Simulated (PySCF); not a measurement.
**Spin-rotation constants: `O=C[C@H]1CC[SiH2]C1`, C5H10OSi**

Cartesian coordinates in Å; atom numbers follow the order of the lines, from 1:
```xyz
17

O    -0.411    1.117    1.828
C     0.499    0.343    1.714
C     1.067   -0.087    0.399
C     0.234   -1.314   -0.031
C    -1.199   -0.858   -0.301
Si   -1.037    0.924   -0.973
C     0.838    1.005   -0.642
H     0.942   -0.148    2.603
H     2.120   -0.362    0.514
H     0.277   -2.099    0.729
H     0.677   -1.710   -0.947
H    -1.777   -0.870    0.622
H    -1.692   -1.542   -0.989
H    -1.282    0.947   -2.424
H    -1.859    1.924   -0.307
H     1.185    1.966   -0.268
H     1.412    0.777   -1.539
```

Method used: GIAO HF/pcSseg-1 magnetisability, rotational g tensor and spin-rotation constants, non-relativistic, gas phase in PySCF. Geometry: GFN2-xTB.

Question: Give the nuclear spin-rotation constants along the inertial axes (H = +C I·J) beside the isotropic shieldings.

Answer: Rotational constants 2.9484, 2.1934, 1.9367 GHz. A star marks the isotopologue with that one atom substituted, in its own axes.
| atom | isotope | Caa (kHz) | Cbb (kHz) | Ccc (kHz) | mean (kHz) | σ (ppm) |
| --- | --- | --- | --- | --- | --- | --- |
| H8 | 1H | 0.240 | -0.127 | -0.167 | -0.018 | 22.6 |
| H9 | 1H | -0.214 | -0.163 | -0.062 | -0.146 | 29.3 |
| H10 | 1H | -0.163 | -0.123 | -0.159 | -0.148 | 30.3 |
| H11 | 1H | -0.218 | -0.130 | -0.136 | -0.161 | 30.8 |
| H12 | 1H | -0.247 | -0.244 | -0.046 | -0.179 | 31.9 |
| H13 | 1H | -0.142 | -0.140 | -0.197 | -0.160 | 31.5 |
| H14 | 1H | 0.083 | -0.200 | -0.157 | -0.091 | 28.2 |
| H15 | 1H | -0.264 | 0.032 | -0.124 | -0.119 | 27.9 |
| H16 | 1H | -0.265 | -0.076 | -0.172 | -0.171 | 31.5 |
| H17 | 1H | -0.273 | -0.202 | -0.073 | -0.183 | 31.9 |
| O1 | 17O* | -1.868 | -1.728 | -0.670 | -1.422 | -325.1 |
| C2 | 13C* | 1.622 | 0.841 | 0.645 | 1.036 | -18.1 |
| C3 | 13C* | 0.479 | 0.435 | 0.318 | 0.411 | 146.3 |
| C4 | 13C* | 0.435 | 0.294 | 0.267 | 0.332 | 169.1 |
| C5 | 13C* | 0.307 | 0.245 | 0.211 | 0.254 | 190.6 |
| Si6 | 29Si* | -1.695 | -1.191 | -1.011 | -1.299 | 419.6 |
| C7 | 13C* | 0.353 | 0.244 | 0.244 | 0.280 | 183.6 |

For the geometry as given, no vibrational averaging.

Question: How do the rotational constants and the g tensor change when H8, H9, H10, H11, H12, H13, H14, H15, H16, H17 are replaced by deuterium?

Answer: Constants 2.4229, 1.8607, 1.6616 GHz; g -0.0235, -0.0176, -0.0125, against -0.0272, -0.0217, -0.0143 before.
